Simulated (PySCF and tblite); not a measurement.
Values are calculated unless marked as measured or tabulated.
**Conformer ensemble of C₄H₄O₄S, numbered as in [O:1]=[C:2]([OH:3])[C:4]1=[CH:5][CH2:6][S:7]1(=[O:8])=[O:9]**

The ensemble was built from 150 distance-geometry starts (ETKDG, MMFF94s, GFN2-xTB) and rests on GFN2-xTB geometries. Energies: PBE0-D3(BJ)/pcSseg-1, with GFN2-xTB thermal terms (modes under about 100 cm⁻¹ blended into free rotors). Symmetry numbers and mirror images are counted. Conformers within 2.5 kcal/mol (GFN2-xTB free energy) were kept, 4 at most. GIAO shieldings: PBE0/pcSseg-1. Shifts are against TMS (¹H), TMS (¹³C) at the same level. Codes: tblite and PySCF.

Torsions listed: O1–C2–O3–H3, O3–C2–C4–S7. The 4-ring runs over atoms 4–5–6–7.

```
conformer                  shape  symmetry  E(GFN2) kcal/mol  E(DFT) kcal/mol  G(298.15 K) kcal/mol  weight %  dipole D
        1    4-ring flat; 0°, 0°        Cs              0.00             0.00                  0.00      88.1      3.27
        2  4-ring flat; 0°, 180°        Cs              1.30             1.28                  1.18      11.9      6.30
```

Weights (%) against temperature:

```json
{"T (K)": "250", "1": "91.8", "2": "8.2", "S(mix) cal/mol/K": "0.56"}
{"T (K)": "298.15", "1": "88.1", "2": "11.9", "S(mix) cal/mol/K": "0.73"}
{"T (K)": "350", "1": "84.3", "2": "15.7", "S(mix) cal/mol/K": "0.86"}
```

Averaged shifts at 298.15 K. ¹H: 7.83 (H5, 1H), 4.37 (H6, 2H) ppm. ¹³C: 164.4 (C4), 162.0 (C2), 155.5 (C5), 75.2 (C6) ppm.

Coordinates of conformer 1 (Å):

```xyz
13

O     2.216    1.343   -1.085
C     1.735    0.349   -0.607
O     2.410   -0.782   -0.405
C     0.341    0.217   -0.172
C    -0.690    1.062   -0.173
C    -1.838    0.314    0.405
S    -0.658   -1.119    0.567
O    -0.953   -2.195   -0.327
O    -0.323   -1.423    1.923
H     3.333   -0.693   -0.694
H    -0.713    2.084   -0.518
H    -2.203    0.702    1.351
H    -2.660    0.141   -0.283
```

The minima are those of GFN2-xTB; planar forms about aryl–S or allylic bonds may be saddles in DFT. H on N, O and S are left out: they exchange, and hydrogen bonds move them by several ppm. Shifts are unscaled: against experiment ¹³C can be off by 15 ppm or more and ¹H by 0.8 ppm.

Search and properties took 82 s on 1 thread of Arm Neoverse N1 (shared host) (rough), launched as `OMP_NUM_THREADS=1 python ens_run.py task.json out`.


Conformer gaps in pcSseg-1 on xTB geometries can be 2 kcal/mol off for S=O, P=O and other polar bonds.